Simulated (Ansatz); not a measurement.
Abridged output of a molecular run in Ansatz:

```
Functional definition: HF
858 factors; integrals over basis functions are off by at most 1.2e-3 eV
mean field evaluation 1: about -22483.5221 eV, gradient 2.5e1 eV
mean field evaluation 2: about -22483.5776 eV, gradient 2.5e1 eV
mean field evaluation 4: about -22485.4673 eV, gradient 3.2e0 eV
mean field evaluation 8: about -22485.5118 eV, gradient 1.4e-1 eV
mean field -22485.51195373 eV, -826.3273230722 hartree, gradient 9.6e-7 eV, S^2 0.000000; 0 other end points of the search recorded, 0 dependent functions left out
12 core orbitals not correlated: weight in the atoms' cores, before any rotation towards them, 1.000 or more for the frozen orbitals, at most 0.000 for the correlated occupied ones
reference -22485.51195373 eV, -826.3273230722 hartree; 13, 13 occupied and 64, 64 virtual orbitals, 858 factors
second order -15.19911116 eV of doubles, -0.00000000 eV of singles
cycle   1  -16.03660596 eV  change   -8.4e-1 eV  update   9.3e-2
cycle   2  -16.48776735 eV  change   -4.5e-1 eV  update   2.8e-2
cycle   3  -16.58384441 eV  change   -9.6e-2 eV  update   1.4e-2
cycle   4  -16.58147148 eV  change    2.4e-3 eV  update   3.1e-3
cycle   5  -16.58049097 eV  change    9.8e-4 eV  update   1.3e-3
cycle   6  -16.58040991 eV  change    8.1e-5 eV  update   4.0e-4
cycle   7  -16.58023229 eV  change    1.8e-4 eV  update   1.4e-4
cycle   8  -16.58020318 eV  change    2.9e-5 eV  update   5.0e-5
cycle   9  -16.58021756 eV  change   -1.4e-5 eV  update   1.9e-5
perturbative correction -0.41674021 eV, -0.0153149203 hartree
Total energy: -22502.50891150 eV, -826.9519497494 hartree
```

Its atoms:

Cartesian coordinates in Å:
```
F -1.029 1.523 0.612
C -0.073 0.889 -0.173
Si -0.435 -0.974 -0.254
S 1.593 1.222 0.391
H -0.117 1.341 -1.170
H 0.433 -1.576 -1.295
H -1.864 -1.201 -0.586
H -0.122 -1.555 1.077
H 1.613 0.331 1.399
```

(1) Which basis set was used?
A. def2-TZVPPD
B. def2-QZVPP
C. def2-SVP
D. def2-TZVPP

(2) Write the keys of the input that set method, charge and spin (a neutral closed shell needs none for the last two).

Results:

(1) C. It gives 89 functions.

(2) 
```yaml
correlation: {method: ccsd_t}
```
